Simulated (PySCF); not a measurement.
**Spectroscopy problems**

- PBE0/pcSseg-1 with gauge-including orbitals
- coordinates at the GFN2-xTB level
- program: PySCF
- one averaged value for each set of equivalent atoms, relativity neglected, a single conformation, isolated molecule

δ = σ(ref) − σ, references computed at the same level: TMS for ¹H and ¹³C. Splittings of carbon signals by F and P are missing where no couplings were computed. Where no couplings were computed, multiplicities follow the n + 1 count of equivalent neighbours, and m marks all less simple cases (inequivalent or close neighbours, rings, F or P nearby). Shifts are as computed. Against solution values, carbons near 30 ppm lie about +3 ppm off and those near 130 ppm about +5 ppm. Of 1211 compounds with measured shifts, 218 miss one by over three times the rms of a fit or turn the order of signals round; such compounds aren't used in these exercises.

Q: C₆H₇FO₂. ¹H NMR (600 MHz, computed): δ 7.63 (m, 1H), 6.03 (m, 1H), 5.76 (m, 1H), 5.67 (m, 1H), 3.79 (s, 3H). ¹³C{¹H} NMR (computed): δ 160.9 (C), 148.8 (C), 140.4 (CH), 130.7 (CH2), 125.5 (CH), 56.3 (CH3). Give a structure.

A: `C(=C\C=C)(/OC)C(=O)F`. Rings plus π bonds: 3 (no ring in the answer). 6 carbon signals for 6 carbons: no two carbons are equivalent. Carbon types of the structure: 2 × C, 2 × CH, 1 × CH2, 1 × CH3, which accounts for all hydrogens. δC 148.8: alkene carbon bearing oxygen; an sp2 carbon further deshielded by the attached heteroatom. δC 140.4: alkene CH; the olefinic region. δC 130.7: terminal =CH2 carbon; an sp2 carbon of a C=C bond. δC 125.5: β carbon of a C=C–C=O unit.

This is the structure that produced the data.

Q: C₈H₁₂NP. ¹H NMR (400 MHz, computed): δ 9.09 (m, 1H), 8.91 (m, 1H), 2.87 (s, 3H), 2.83 (m, 1H), 1.53 (d, 6H). ¹³C{¹H} NMR (computed): δ 182.2 (C), 163.6 (C), 155.6 (CH), 155.2 (CH), 41.3 (CH), 32.5 (CH3), 30.1 (CH3). Identify the compound.

A: SMILES Cc1cpc(C(C)C)cn1. 7 carbon signals for 8 carbons: some carbons are equivalent by symmetry or fast rotation. Carbon types of the structure: 2 × C, 3 × CH, 3 × CH3, which accounts for all hydrogens. δC 155.6: aromatic CH next to a ring nitrogen; the adjacent pyridine-type nitrogen withdraws density from it. δC 155.2: aromatic CH. δH 9.09: hydrogen on an aromatic CH next to a ring nitrogen; ring current plus the neighbouring ring nitrogen. δH 8.91: hydrogen on an aromatic CH; ring-current deshielding.

The data come from this structure; uniqueness wasn't tested.

Q: C₅H₁₂OSi. ¹H NMR (300 MHz, computed): δ 6.56 (m, 1H), 4.87 (m, 1H), 4.75 (d, 2H), 4.51 (m, 1H), 1.27 (m, 1H), 1.11 (m, 6H). ¹³C{¹H} NMR (computed): δ 152.9 (CH), 100.6 (CH2), 18.5 (CH3), 17.8 (CH). Identify the compound.

A: SMILES C=CO[SiH2]C(C)C. Rings plus π bonds: 1 (no ring in the answer). 4 carbon signals for 5 carbons: some carbons are equivalent by symmetry or fast rotation. Carbon types of the structure: 2 × CH, 1 × CH2, 2 × CH3, leaving 2 H on heteroatoms. δC 152.9: alkene carbon bearing oxygen; an sp2 carbon further deshielded by the attached heteroatom. δC 100.6: β carbon of an enol-ether or enamine type C=C; the O or N lone pair pushes π density onto this β carbon and shields it. δC 18.5: methyl carbon; a saturated carbon with 1 carbon neighbour and no heteroatom attached. δH 4.87, 4.51: hydrogen on a β carbon of an enol-ether or enamine type C=C; lone-pair donation from O or N shields it, upfield of ordinary alkene protons.

This is the structure that produced the data.

Q: C₈H₁₂NP. ¹H NMR (500 MHz, computed): δ 8.90 (m, 1H), 7.77 (m, 1H), 7.71 (m, 1H), 2.85 (s, 6H), 2.63 (s, 3H). ¹³C{¹H} NMR (computed): δ 196.4, 160.9, 141.3, 138.5, 132.7, 47.9, 22.9. What is it?

A: `InChI=1S/C8H12NP/c1-7-5-4-6-10-8(7)9(2)3/h4-6H,1-3H3`. 7 carbon signals for 8 carbons: some carbons are equivalent by symmetry or fast rotation. Carbon types of the structure: 2 × C, 3 × CH, 3 × CH3, which accounts for all hydrogens. δC 196.4: aromatic carbon bearing nitrogen; the electronegative substituent deshields the carbon that carries it. δC 160.9, 138.5, 132.7: aromatic CH. δC 141.3: substituted aromatic carbon. δH 8.90, 7.77, 7.71: hydrogen on an aromatic CH; the ring current deshields protons in the ring plane.

This is the structure that produced the data.
